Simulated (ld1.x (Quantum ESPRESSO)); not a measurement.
# tantalum: RRKJ pseudisation with PBEsol, scalar-relativistic reference atom.

```
Element                 : tantalum (Ta)
Generator               : ld1.x (Quantum ESPRESSO) 7.5
Type                    : norm-conserving RRKJ (Kleinman–Bylander form)
Functional              : PBEsol
Relativity              : scalar-relativistic
Frozen core             : [Xe] 4f14
Valence charge          : 5
Reference configuration : 5d3 6s2 6p0
Partial waves           : 6s (bound): rc 3.05 bohr; 5d (bound): rc 1.75 bohr; 6p (bound, empty): rc 3.85 bohr
Local potential         : the p channel
Core correction         : none
rho0                    : 0.005
```

Poles of the logarithmic derivatives, all-electron (AE) and pseudo (PS). s: poles at -0.1, 2.9 (AE) and -0.1, 1.8, 4.4 (PS) Ry. p: poles at 0.6, 3.8 (AE) and 0.6, 3.1 (PS) Ry. d: poles at -0.2, 1.9 (AE) and -0.2, 2.3 (PS) Ry. Test radius 4.22 bohr.

* Cutoffs needed: 25 Ry and 50 Ry (the cutoffs (Ry, on a coarse ladder) from which the occupation-weighted sum of valence levels, in a spherical-Bessel basis at the reference potential, stays within 10 and 1 mRy of its value at 400 Ry)
* Ghost test: no extra level below or beside the all-electron valence levels (s, d, p, f tested) (spherical-Bessel basis up to 400 Ry, 20 bohr box)
* Largest excitation error: -127 meV (all-electron minus pseudo) for 5d2 6s0 6p0, out of 7 test configurations
